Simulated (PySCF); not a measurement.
## Dipole response of O²⁺ (oxygen, charge +2)

[He] 2s2 2p2, high-spin 3P determinant. Computed with PySCF 2.14 in def2-TZVPPD (6s4p3d1f, 40 functions), with no relativity, point nucleus. Coupled (time-dependent) response in atomic units; α is the mean over directions.

```csv
method,mean α (bohr³),"α xx, yy, zz",C₆ (like pair),S(−4)
UHF,1.788,"1.907, 1.729, 1.729",2.330,3.639
PBE,1.734,"1.852, 1.674, 1.674",2.310,2.815
PBE0,1.733,"1.854, 1.672, 1.672",2.296,2.890
HSE06,1.739,"1.859, 1.679, 1.679",2.303,2.942
```

S(−4) is the Cauchy moment in α(ω) = α(0) + S(−4) ω² + …

α(iu) at HSE06:

```json
{"u (hartree)": "0", "α(iu) (bohr³)": "1.739"}
{"u (hartree)": "0.0500", "α(iu) (bohr³)": "1.732"}
{"u (hartree)": "0.100", "α(iu) (bohr³)": "1.710"}
{"u (hartree)": "0.200", "α(iu) (bohr³)": "1.634"}
{"u (hartree)": "0.300", "α(iu) (bohr³)": "1.528"}
{"u (hartree)": "0.500", "α(iu) (bohr³)": "1.297"}
{"u (hartree)": "0.750", "α(iu) (bohr³)": "1.047"}
{"u (hartree)": "1.00", "α(iu) (bohr³)": "0.8576"}
{"u (hartree)": "1.50", "α(iu) (bohr³)": "0.6027"}
{"u (hartree)": "2.00", "α(iu) (bohr³)": "0.4437"}
{"u (hartree)": "3.00", "α(iu) (bohr³)": "0.2648"}
{"u (hartree)": "5.00", "α(iu) (bohr³)": "0.1215"}
```

For an ion, C₆ is the dispersion term alone; charge-induced terms of lower order in 1/R come first.

The components differ because the open shell of this determinant is not spherical; for a pure term their mean is the scalar polarisability.
